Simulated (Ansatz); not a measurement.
Stepwise reaction of `C[Si](N)(N)Cl` with hydrogen fluoride, as a gas-phase model of exchange steps in deposition or etching. ΔE in kJ/mol; ΔG adds harmonic PBE0-D4 terms to CCSD(T)/CBS, at 1 bar.

Computed with Ansatz on PBE0-D4/def2-TZVP structures; ΔE is electronic, products minus reactants. CCSD(T)/CBS is the MP2 limit (def2-TZVPP, def2-QZVPP) plus CCSD(T) − MP2 in def2-TZVPP, frozen cores. This one scheme is used for every species. DFT in def2-TZVPP. B3LYP here is the variant with VWN-RPA as its local correlation; programs differ in this. Each species was taken in one conformer, which may not be the lowest.

| step | reaction | PBE-D4 | B3LYP-D4 | ωB97M-V | CCSD(T)/CBS | ΔG(600 K) |
| --- | --- | --- | --- | --- | --- | --- |
| 1 | `C[Si](N)(N)Cl` + H–F → `C[Si](N)(F)Cl` + NH₃ | -83.5 | -88.5 | -88.6 | -84.0 | -85.5 |
| 2 | `C[Si](N)(F)Cl` + H–F → `C[Si](F)(F)Cl` + NH₃ | -80.0 | -84.5 | -84.0 | -81.9 | -78.0 |

Task: By hand: ΔE of the 2 steps together at CCSD(T)/CBS.

Result: (-84.0) + (-81.9) = -165.9 kJ/mol, or -83.0 kJ/mol a step.

In ΔE the steps differ by no more than 2.1 kJ/mol. All are downhill at CCSD(T)/CBS. ΔG lies between -85.5 and -78.0 kJ/mol a step. PBE-D4 differs from CCSD(T)/CBS by 0.5 to 1.9 kJ/mol a step. Only this route is followed, and other bonds may react first. Isolated molecules leave out the surface, adducts and barriers. Largest T1 diagnostic: 0.011.
